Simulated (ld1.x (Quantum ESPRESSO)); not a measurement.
## B: TM pseudisation with PBE, non-relativistic reference atom.

- Element: boron
- Generator: ld1.x (Quantum ESPRESSO) 7.5
- Type: norm-conserving Troullier–Martins (Kleinman–Bylander form)
- Functional: PBE
- Relativity: non-relativistic
- Frozen core: [He]
- Valence charge: 3
- Reference configuration: 2s2 2p1
- Partial waves: 2s (bound): rc 1.00 bohr; 2p (bound): rc 2.00 bohr
- Local potential: the p channel
- Core correction: none

Does the generator finish with these settings?

Yes, a potential is produced and its reference levels are reproduced.

Estimate the cutoffs (Ry, on a coarse ladder) from which the occupation-weighted sum of valence levels, in a spherical-Bessel basis at the reference potential, stays within 10 and 1 mRy of its value at 400 Ry.

55 Ry and 140 Ry.

Does the potential have ghost states?

No extra level below or beside the all-electron valence levels (s, p, d, f tested).

Which valence shell sets the plane-wave cutoff?

2s: its level needs 90 Ry to come within 1 mRy, against 25 Ry for 2p.

Tests: 2s2 2p0; 2s1 2p0; 2s2 2p0.5; 2s2 2p1.3; 2s0 2p3; 2s1 2p1; 2s1 2p2. Which has the largest error in its energy relative to the reference configuration, and how large is it?

2s1 2p0, with +111 meV (all-electron minus pseudo) on +33.64 eV.
